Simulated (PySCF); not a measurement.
## MnO₃I, singlet: molecular constants

These are results of B3LYP/[Mn def2-SVP, O def2-SVP, I def2-SVP with ECP28], scalar-relativistic core potentials, density fitting, no spin–orbit coupling, PySCF, not measurements.

The structure is a minimum.

```xyz
5
charge 0 multiplicity 1, angstrom
Mn   -1.0516    0.0000   -0.7436
O    -2.2729   -0.0001    0.2094
O    -0.9885    1.2845   -1.6071
O    -0.9885   -1.2844   -1.6072
I     0.9935    0.0000    0.7025
```

```json
{
  "Point group": "C3v",
  "Bond lengths": "Mn–I 2.505 Å, Mn–O 1.549 Å (×3)",
  "Bond angles": "I–Mn–O 106.8° (×3), O–Mn–O 112.0° (×3)",
  "Entropy at 298.15 K and 1 bar": "326.7 J/(mol K)",
  "Dipole moment": "1.49 D",
  "Highest occupied level": "-8.16 eV",
  "Atomisation energy without zero-point energy": "1295 kJ/mol",
  "Rotational symmetry number": "3",
  "Principal quadrupole moments (Buckingham, traceless) about the centre of mass": "-2.00, -2.00, 3.99 D Å",
  "Zero-point energy": "30.0 kJ/mol",
  "Heat capacity Cp at 298.15 K": "78.6 J/(mol K)",
  "Rotational constants": "0.1597, 0.0354, 0.0354 cm⁻¹",
  "Enthalpy at 298.15 K above 0 K": "17.01 kJ/mol",
  "Lowest empty level": "-5.39 eV",
  "Principal polarisabilities": "47.8, 47.8, 92.2 bohr³"
}
```

Harmonic modes (masses in u: Mn 54.938, O 15.995, I 126.904):
| symmetry | ω (cm⁻¹) | IR (km/mol, summed over degenerate members) | μ (u) | type |
| --- | --- | --- | --- | --- |
| e | 188 | 0.0 | 18.61 | bend |
| a1 | 211 | 1.6 | 32.54 | stretch |
| a1 | 392 | 25.4 | 25.45 | bend |
| e | 412 | 0.3 | 17.62 | bend |
| a1 | 1031 | 73.5 | 16.85 | stretch |
| e | 1089 | 198 | 20.46 | stretch |

In C3v the vibrations span 3e + 3a1.

Charges (e):
| atom | Mulliken | Löwdin | polar tensor | Mayer order to Mn1 |
| --- | --- | --- | --- | --- |
| Mn1 | 0.80 | 0.11 | 1.37 | – |
| O2,3,4 | -0.29 | -0.08 | -0.42 | 1.80 |
| I5 | 0.06 | 0.11 | -0.11 | 1.08 |

Mulliken populations on Mn1: s 6.24, p 12.73, d 5.22, f 0.02.

Formally Mn is in oxidation state +7, d0. The polar-tensor charge on Mn, 1.37, is far below the formal one.

Other isomers or separated fragments may lie lower.

The final relaxation and frequency run took 77 s on 2 threads of a shared Arm Neoverse V1 host, with 99 basis functions and 13 gradients; the process peaked at 1.4 GiB. Launch command: `OMP_NUM_THREADS=2 python axn.py task.json out`.
